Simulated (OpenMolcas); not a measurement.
**Tc: CASPT2 settings compared**

* Program: OpenMolcas 26.06
* Basis: ANO-R3 [8s6p5d3f2g1h]
* Scalar Hamiltonian: X2C, finite nucleus
* Active space: 7 electrons in 6 orbitals (4d 5s)
* State averaging: 2S+1 = 6 even, 6 roots; 2S+1 = 4 even, 52 roots kept (CI in the orbitals of an earlier block); 2S+1 = 2 even, 58 roots kept (CI in the orbitals of an earlier block)
* Spin-orbit coupling: RASSI with atomic mean-field integrals over the reference wave functions, term energies averaged over their components

Methods on the same reference wave functions:
A. CASSCF
B. SS-CASPT2, IPEA 0.1 Eh, sigma1 regulariser 0.4 Eh (closed shells correlated: 4s 4p)
C. SS-CASPT2, IPEA 0.2 Eh, no level shift (closed shells correlated: 4s 4p)
D. MS-CASPT2, IPEA 0.2 Eh, no level shift (closed shells correlated: 4s 4p)
E. XMS-CASPT2, IPEA 0.15 Eh, sigma2 regulariser 0.15 Eh (closed shells correlated: 3d 4s 4p)

Energies in eV above 4d5 5s2 6S 5/2, the measured ground level; measured values from NIST Handbook of Basic Atomic Spectroscopic Data.

```tsv
Level	A	B	C	D	E	Measured
4d6 5s 6D 9/2	-0.1557	0.750	0.732	0.733	1.531	0.3190
4d6 5s 6D 7/2	-0.0681	0.839	0.821	0.822	1.619	0.4031
4d6 5s 6D 5/2	-0.0063	0.898	0.880	0.882	1.680	0.4588
4d5 5s2 6S 5/2	0.0000	0.0000	0.0000	0.0000	0.0000	0.0000
4d6 5s 6D 3/2	0.0360	0.938	0.921	0.923	1.722	0.4963
4d6 5s 6D 1/2	0.0607	0.962	0.945	0.948	1.746	0.5181
4d6 5s 4D 7/2(1)	1.3292	1.566	1.565	1.566	2.483	
4d6 5s 4D 5/2(1)	1.4170	1.652	1.653	1.654	2.559	
4d6 5s 4D 3/2(1)	1.4856	1.720	1.719	1.719	2.631	
4d6 5s 4D 1/2(1)	1.5268	1.761	1.759	1.759	2.677	
4d6 5s 4P 3/2 [64 %]	1.9985	2.183	2.277	2.201	2.851	
4d6 5s 4P 1/2 [62 %]	2.0862	2.270	2.364	2.261	2.870
```

A puts 4d6 5s 6D 9/2 lowest.

Deviations, from unrounded energies. A percentage is the sum of absolute deviations over the sum of measured energies, with the sign that they share, or ± where signs differ.

```
           Against measurement  Levels       A      B      C      D       E
mean absolute deviation (cm-1)       5    3800   3500   3400   3400    9800
      other configurations (%)       5  -106.1  +99.9  +95.8  +96.3  +278.0
```

B, C, D lie about equally close to measurement and E furthest from it. The largest miss of C in the table is 4d6 5s 6D 1/2, by +3400 cm-1. The ranking rests on the paired levels alone, and a cruder setting can come out closer through cancelling errors.

Among B to E the level of the table that moves most is 4d6 5s 4D 7/2(1), by 7400 cm-1 (lowest in C, highest in E). Moves below CASPT2's spread within the term are not significant.

The two smallest mean deviations differ by little beside CASPT2's spread within terms, so their order carries little weight.

The lowest spin-free term lies below A's lowest term by 0.558 hartree in B, 0.550 hartree in C, 0.550 hartree in D, 0.699 hartree in E.

CASPT2 does not keep the components of a term degenerate, so their means are used; among the terms shown or strongly mixed into the levels shown the widest spread is 420 cm-1 (4d6 5s 4D(1), E). Over all roots computed the reference weight is 0.84 to 0.89 in C, 0.84 to 0.89 in D, 0.78 to 0.88 in E; the roots of lowest weight are the least certain, and an intruder state may touch them. Terms from blocks run as CI alone lack orbitals of their own. Configurations are named by rounded mean occupations; where the s occupation lies near a half they are strongly mixed, a name can repeat and a true partner stay unpaired. A single d shell beside an s shell can misplace configurations of different d count against each other. Without dynamic correlation excited terms often stand tens of per cent too high (terms of higher spin than the ground term too low), and those without a measured partner can miss by more than the paired ones (holds for A). The lowest computed level is not the ground level that NIST lists (6S5/2) (holds for A). Measured partners are found by configuration, term and J. A level has none where our copy of the source lacks it or the pairing is in doubt (some pairs that miss far off the trend of their configuration count as doubtful), and it then counts in no deviation. Levels of configurations outside the active space are missing. The table leaves out levels that lie high or whose names do not pair safely across all columns.

A share in square brackets marks a mixed level and gives the weight of the term that names it, the lowest over the columns. A number in round brackets counts repeated terms of one configuration in the order of the reference energies.
